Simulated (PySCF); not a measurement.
**Magnetic susceptibility: PP3SeOO nortricyclane**

Geometry:
```tsv
atom	x (Å)	y (Å)	z (Å)
P1	-0.639	-0.383	1.371
Se2	-1.791	1.100	0.042
P3	-0.178	0.978	-1.515
P4	0.532	-1.146	-1.169
O5	-0.348	-1.485	0.200
P6	1.612	0.575	-0.185
O7	0.812	0.361	1.256
```

Theory: GIAO LC-wPBE/def2-SVP magnetisability, rotational g tensor and spin-rotation constants, non-relativistic, gas phase in PySCF. Geometry: GFN2-xTB.

The calculation is non-relativistic, which matters for the atoms heavier than Zn.

(1) What are the magnetisability and the molar susceptibility?

(2) Split it along the inertial axes a, b, c into diamagnetic and paramagnetic parts about the centre of mass, with the quadrupole moment.

(3) And the rotational g tensor?

Results:

(1) Isotropic -2193 × 10⁻³⁰ J/T², or -132.1 × 10⁻⁶ cm³/mol; principal values -2305, -2167, -2106 × 10⁻³⁰ J/T², anisotropy 176 × 10⁻³⁰ J/T² (root of half the summed squared differences of the principal values). The susceptibility is in cgs units.

(2) 
| axis | χ (10⁻⁶ cm³/mol) | diamagnetic (10⁻⁶ cm³/mol) | paramagnetic (10⁻⁶ cm³/mol) | summed x² of all electrons (Å²) | quadrupole Θ (D Å) |
| --- | --- | --- | --- | --- | --- |
| a | -130.4 | -832.1 | 701.7 | 196.6 | +3.07 |
| b | -127.0 | -1169.3 | 1042.4 | 117.1 | +0.59 |
| c | -138.8 | -1331.2 | 1192.4 | 79.0 | -3.66 |

Anisotropies 2χaa − χbb − χcc = +5.0 and 2χbb − χaa − χcc = +15.3 × 10⁻⁶ cm³/mol. Θ is traceless in Buckingham's convention.

(3) 
```
axis  rotational constant (GHz)        g  nuclear part  electronic part
   a                     1.5206  -0.0099        0.4914          -0.5013
   b                     0.9677  -0.0072        0.4667          -0.4739
   c                     0.8383  -0.0006        0.4690          -0.4696
```
Asymmetric top; isotopes 16O, 31P, 80Se; no vibrational averaging.
